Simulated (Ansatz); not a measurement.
`C#CCOC(=O)C=C` + H₂Te → `C#CC[TeH]` + `C=CC(=O)O`  (substitution at a C–O bond)

Gas-phase electronic energies from Ansatz, PBE0-D4/def2-TZVP geometries. CBS: MP2 limit from def2 TZ/QZ plus the TZ coupled-cluster correction, frozen cores. DFT in def2-TZVPP. def2 core potentials past Kr. For Te outer-core shells are correlated without core-valence functions, which leaves a few kJ/mol of doubt a bond. One conformer a species, not always the lowest.

`C#CCOC(=O)C=C`:

```xyz
14

C     2.836    1.725   -0.406
C     2.331    0.652   -0.233
C     1.735   -0.657   -0.026
O     0.406   -0.728   -0.546
C    -0.570   -0.321    0.291
O    -0.373    0.051    1.416
C    -1.885   -0.414   -0.375
C    -2.990   -0.066    0.270
H     3.278    2.682   -0.555
H     2.298   -1.419   -0.567
H     1.725   -0.899    1.039
H    -1.895   -0.770   -1.398
H    -2.934    0.289    1.293
H    -3.963   -0.124   -0.201
```

H₂Te:

Z-matrix (Å, degrees):
```
Te
H 1 1.656
H 1 1.656 2 90.4
```

`C#CC[TeH]`:

```xyz
8

C     1.570    0.372    1.441
C     0.570    0.236    0.789
C    -0.603    0.060   -0.022
Te   -0.007   -0.742   -1.951
H     2.448    0.497    2.029
H    -1.296   -0.650    0.427
H    -1.110    1.007   -0.204
H    -1.571   -0.779   -2.509
```

`C=CC(=O)O`:

Z-matrix (Å, degrees):
```
C
C 1 1.327
H 1 1.084 2 121.1
H 1 1.083 2 121.2 3 -180.0
C 2 1.474 1 124.1 3 180.0
H 2 1.083 1 122.2 3 -0.0
O 5 1.345 2 113.8 1 0.0
O 5 1.204 2 123.7 1 -180.0
H 7 0.967 5 106.1 2 -180.0
```

```tsv
level	ΔE (kJ/mol)
PBE0	-51.7
CCSD/def2-TZVPP	-46.6
```

**Question.** What does CCSD(T)/CBS give? (Best estimate.)

**Answer.** The calculation gave: -54.6 kJ/mol. The listed levels differ from it by 2.9, 8.0 kJ/mol.

Largest T1 diagnostic among the species: 0.015.

In def2-TZVPP, CCSD(T) changes the Hartree–Fock value by −7.1 kJ/mol (the triples alone add −0.6 kJ/mol) and MP2 by −18.3 kJ/mol.
